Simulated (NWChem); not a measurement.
Molecule: SiH₂O, singlet; SMILES O[SiH]

All runs: NWChem. Low-valent species are run as closed-shell singlets; no triplet was tried in these runs. The geometry was optimised at PBE-D3(BJ)/def2-SVP. Ions are spin-unrestricted doublets at the neutral geometry; other ion states weren't tried. Functional: LC-ωPBE (HJS hole) with def2-SVP; rows give the range parameter ω in 1/bohr.

```tsv
range parameter (1/bohr)	vertical ionisation energy, ΔSCF (eV)	−ε(HOMO) (eV)	ΔSCF minus −ε(HOMO) (eV)
0.15	9.10	7.57	1.53
0.30	(withheld)	(withheld)	(withheld)
0.35	9.21	9.05	0.16
0.40	9.23	9.25	-0.02
0.80	9.31	9.89	-0.58
```

Q: Some entries are withheld; supply them.

A: 
- 0.30, vertical ionisation energy, ΔSCF (eV): 9.18
- 0.30, −ε(HOMO) (eV): 8.79
- 0.30, ΔSCF minus −ε(HOMO) (eV): 0.39
